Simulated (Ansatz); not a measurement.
Isolated molecules relaxed with PBE0-D4/def2-TZVP in Ansatz; ΔE leaves out vibrations. CBS: MP2 limit from def2 TZ/QZ plus the TZ coupled-cluster correction, frozen cores. This one scheme is used for every species, atoms too. Functionals use def2-TZVPP. Open shells (•) are unrestricted, without spin–orbit coupling. Spin–orbit coupling would lower the free atoms: a little for B, Si; strongly for Sn. def2 core potentials past Kr. Bonds to Sn are less sure, by a few kJ/mol each and by 10 to 20 or more in all where they break to atoms, as the def2 sets lack core-valence functions.

Reaction (atomization): `[BH2][SnH2][SiH3]` → B• + 7 H• + Si• + Sn•

`[BH2][SnH2][SiH3]`:

Cartesian coordinates in Å:
```
B 0.208 1.823 -1.176
Sn 0.884 0.353 0.366
Si -0.862 -1.533 0.504
H -0.515 2.726 -0.880
H 0.513 1.687 -2.322
H 1.024 1.039 1.927
H 2.390 -0.366 -0.011
H -1.002 -2.203 -0.816
H -0.453 -2.546 1.513
H -2.186 -0.979 0.894
```

| level | ΔE (kcal/mol) |
| --- | --- |
| revPBE-D4 | 628.0 |
| r2SCAN-D4 | 646.4 |
| BHLYP-D4 | 642.9 |
| ωB97M-V | 646.3 |
| PBE0 | 635.0 |
| r2SCAN0 | 642.4 |
| MP2/def2-SVP | 597.3 |
| CCSD/def2-TZVPP | 628.9 |

**Question.** What does CCSD(T)/CBS give? (Best estimate.)

**Answer.** Computed: +648.8 kcal/mol. The listed levels differ from it by -20.8, -2.4, -5.9, -2.5, -13.8, -6.4, -51.5, -19.9 kcal/mol.

Largest T1 diagnostic among the species: 0.014.

At CCSD(T), def2-SVP lies −42.2 kcal/mol from the extrapolated value and def2-TZVPP −14.6 kcal/mol: correlation converges slowly with the basis, and small sets miss more of it in the bonded molecule than in its fragments. From r2SCAN to r2SCAN0 (25 % exact exchange), in def2-TZVPP and without D4, ΔE moves by −3.0 kcal/mol: exact exchange takes away binding that semilocal exchange gives to molecules.

For atomizations the MP2-based limit and the directly extrapolated one differ by several kJ/mol either way, and by 10 to 25 for some Ge, Se and Sn compounds, so smaller differences from it don't rank the levels.
